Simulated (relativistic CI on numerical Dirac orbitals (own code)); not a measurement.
Br XXX: computed level list

Method of calculation: Dirac-Coulomb-Breit CI, KLI orbitals optimised for each configuration, a model potential for QED, unscaled Slater integrals (own radial code, finite nucleus).

CI space (outside the closed core 1s2): 2s2.2p2, 2s.2p3, 2p4, 2p3.3s, 2p3.3p, 2p3.3d, 2s2.2p.3s, 2s2.2p.3p, 2s2.2p.3d, 2s.2p2.3s, 2s.2p2.3p, 2s.2p2.3d, 2s2.2p.4s, 2s2.2p.4p, 2s2.2p.4d, 2s2.2p.4f. Levels of other configurations are missing.

The lowest level is 2s2.2p2 3P_0, with 80 % of that term; Hund's rules for 2s2.2p2 give 3P with J = 0, in agreement.

| No. | Configuration | Term | J | E (10³ cm⁻¹) | % | Landé g | jj configuration (%) |
| --- | --- | --- | --- | --- | --- | --- | --- |
| 1 | 2s2.2p2 | 3P | 0 | 0.0 | 80 |  | 2p1/2^2 (97) |
| 2 | 2s2.2p2 | 3P | 1 | 344.7 | 99 | 1.494 | 2p1/2 2p3/2 (99) |
| 3 | 2s2.2p2 | 3P | 2 | 424.7 | 51 | 1.247 | 2p1/2 2p3/2 (96) |
| 4 | 2s2.2p2 | 1D | 2 | 827.6 | 50 | 1.238 | 2p3/2^2 (96) |
| 5 | 2s2.2p2 | 1S | 0 | 1013.2 | 78 |  | 2p3/2^2 (95) |
| 6 | 2s.2p3 | 5S° | 2 | 1077.7 | 77 | 1.865 | 2s 2p3/2 (68) |
| 7 | 2s.2p3 | 3D° | 1 | 1437.9 | 60 | 0.867 | 2s 2p3/2 (82) |
| 8 | 2s.2p3 | 3D° | 2 | 1529.0 | 65 | 1.342 | 2s 2p1/2 2p3/2^2 (75) |
| 9 | 2s.2p3 | 3D° | 3 | 1648.5 | 100 | 1.326 | 2s 2p1/2 2p3/2^2 (100) |
| 10 | 2s.2p3 | 3P° | 0 | 1814.0 | 100 |  | 2s 2p1/2 2p3/2^2 (100) |
| 11 | 2s.2p3 | 3P° | 1 | 1855.9 | 55 | 1.278 | 2s 2p1/2 2p3/2^2 (87) |
| 12 | 2s.2p3 | 1D° | 2 | 1917.9 | 40 | 1.229 | 2s 2p1/2 2p3/2^2 (69) |
| 13 | 2s.2p3 | 3S° | 1 | 2016.5 | 51 | 1.580 | 2s 2p1/2 2p3/2^2 (84) |
| 14 | 2s.2p3 | 1D° | 2 | 2249.1 | 57 | 1.203 | 2s 2p3/2^3 (71) |
| 15 | 2s.2p3 | 1P° | 1 | 2499.9 | 60 | 1.248 | 2s 2p3/2^3 (86) |
| 16 | 2p4 | 3P | 2 | 2874.8 | 79 | 1.391 | 2p3/2^2 (97) |
| 17 | 2p4 | 3P | 0 | 3068.1 | 59 |  | 2p3/2^2 (91) |
| 18 | 2p4 | 3P | 1 | 3258.1 | 99 | 1.494 | 2p1/2 2p3/2^3 (99) |
| 19 | 2p4 | 1D | 2 | 3358.9 | 79 | 1.095 | 2p1/2 2p3/2^3 (97) |
| 20 | 2p4 | 1S | 0 | 3877.4 | 58 |  | 2p3/2^4 (92) |
| 21 | 2s2.2p.3s | 3P° | 0 | 15228.4 | 98 |  | 2p1/2 3s (98) |
| 22 | 2s2.2p.3s | 3P° | 1 | 15242.6 | 70 | 1.350 | 2p1/2 3s (98) |
| 23 | 2s2.2p.3p | 3D | 1 | 15490.4 | 70 | 0.670 | 2p1/2 3p1/2 (98) |
| 24 | 2s2.2p.3p | 3P | 0 | 15615.2 | 74 |  | 2p1/2 3p1/2 (93) |
| 25 | 2s2.2p.3p | 3P | 1 | 15649.7 | 38 | 1.462 | 2p1/2 3p3/2 (93) |
| 26 | 2s2.2p.3s | 3P° | 2 | 15659.7 | 96 | 1.494 | 2p3/2 3s (96) |
| 27 | 2s2.2p.3p | 3D | 2 | 15664.1 | 66 | 1.175 | 2p1/2 3p3/2 (94) |
| 28 | 2s2.2p.3s | 1P° | 1 | 15693.8 | 69 | 1.136 | 2p3/2 3s (97) |
| 29 | 2s2.2p.3d | 3F° | 2 | 15903.9 | 74 | 0.755 | 2p1/2 3d3/2 (98) |
| 30 | 2s.2p2.3s | 5P | 1 | 15915.8 | 73 | 2.246 | 2s 2p1/2^2 3s (72) |

Energies count from the lowest computed level; ° marks odd parity. Filled j subshells are mostly left out of the jj labels.

The mean weight of the leading LS term, summed over parents, in these 30 levels is 71 %, and that of the leading jj configuration (from the same eigenvectors) 91 %, so jj coupling describes them better and the LS labels are nominal.

At this charge energies of transitions that change n are usually good to better than 1 %, and those within a shell (Δn = 0) to a few per cent.

LS names give the leading component of a level, which can be under half, so a name can repeat, a term be missing and a line seem to break the LS rules.
